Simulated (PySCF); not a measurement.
B(Me)2(SH) (C₂H₇BS), SMILES CB(C)S.

Coordinates come from a PBE0-D3(BJ)/def2-SVP optimisation. The values are those of a single conformer.

These are PySCF with PBE0/def2-TZVP values and carry that method's errors.

Gas-phase values at a fixed geometry.

Task: Estimate the frontier levels, gap, dipole moment and polarisability. (Estimate from the structure and the level; the computed values follow.)

Result: 
```json
{
 "highest_occupied_level": "-7.83 eV",
 "lowest_empty_level": "-0.36 eV",
 "orbital_gap": "7.47 eV",
 "dipole_moment": "1.17 D",
 "quadrupole, principal values (traceless, Buckingham form, about the centre of nuclear charge)": "-2.59, -0.98, 3.56 D·Å",
 "mean_static_polarisability": "58.7 bohr³ (8.70 Å³)",
 "polarisability_principal_values": "46.5, 58.9, 70.7 bohr³"
}
```
